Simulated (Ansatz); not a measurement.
**Strength of the C–H bond: how K changes with temperature for B(CH3)2(NH2) ⇌ B(CH2)(CH3)(NH2) + H**

Species: B(CH3)2(NH2), singlet; B(CH2)(CH3)(NH2), doublet; H atom, doublet. 

The electronic reaction energy at CCSD(T)/CBS estimate is +438.6 kJ/mol. Shapes: PBE0-D4/def2-TZVP. Flexible molecules stand in one conformer, not always the lowest. Programs: Ansatz 0.2.0. Enthalpy and entropy come from rigid-rotor, harmonic-oscillator sums on unscaled PBE0-D4/def2-TZVP wavenumbers, ideal gases at 1 bar. Symmetry numbers: B(CH3)2(NH2) 2, B(CH2)(CH3)(NH2) 1. R = 8.3145 J/(mol K).

| T (K) | ΔH (kJ/mol) | ΔS (J/(mol K)) |
| --- | --- | --- |
| 400 | +412.2 | +123.3 |
| 600 | +415.4 | +129.9 |
| 800 | ? | ? |

Q: Work out ln K at 400 and 600 K, and from these estimate it at 800 K.

A: 
1. 400 K: ΔG = +412.2 − 400 × (+123.3)/1000 = +362.9 kJ/mol; ln K = −ΔG/RT = -109.12.
2. 600 K: ΔG = +415.4 − 600 × (+129.9)/1000 = +337.5 kJ/mol; ln K = −ΔG/RT = -67.65.
3. Slope against 1000/T: (-67.65 − (-109.12))/(1.6667 − 2.5000) = -49.76, that is −ΔH/R with ΔH near +414 kJ/mol.
4. 800 K: ln K = -109.12 + (-49.76) × (1.2500 − 2.5000) = -46.92.

The full sums give ΔH = +417.8 kJ/mol, ΔS = +133.3 J/(mol K), ΔG = +311.2 kJ/mol and ln K = -46.79 at 800 K, so the line is off by -0.13 in ln K; without rounding the miss is -0.14, from the change of ΔH with temperature. The reactants are favoured over this whole range. The number of molecules rises, which sets the sign of ΔS, and lower pressure favours the products. An error of 10 kJ/mol in the energy moves ln K by 1.5 at 800 K. Soft modes are treated as harmonic, which can err either way at these temperatures; the lowest are those of B(CH3)2(NH2) (68 cm⁻¹), B(CH2)(CH3)(NH2) (91 cm⁻¹). Other conformers aren't counted. Open shells run unrestricted. The CBS estimate extrapolates MP2 from def2-TZVPP and def2-QZVPP and adds CCSD(T) − MP2 in the triple-zeta set, cores frozen.
